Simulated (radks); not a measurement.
Task: These are the eigenvalues of the occupied orbitals of an atom or ion with whole-number occupations (hartree). Method: non-relativistic Kohn-Sham, PBE, spin-unpolarised, spherical densities, point nucleus; computed with a radial shooting solver on a logarithmic mesh with Libxc functionals.

| orbital | eigenvalue |
|---|---|
| 1s | -345.0512 |
| 2s | -60.80760 |
| 2p | -56.30244 |
| 3s | -22.38762 |

Which element is it, and in what charge state? The configuration may be excited.

Result: Z = 29, copper, charge +17: Cu17+ in [Ne] 3s2. The list shows which subshells hold electrons but not how many an open one holds; the 1s level, -345.05 hartree, gives Z - s = 26.3 by -(Z - s)^2/2, which with screening narrows Z to a few neighbours, and the depths of the outer levels then fix element, charge and occupations together.
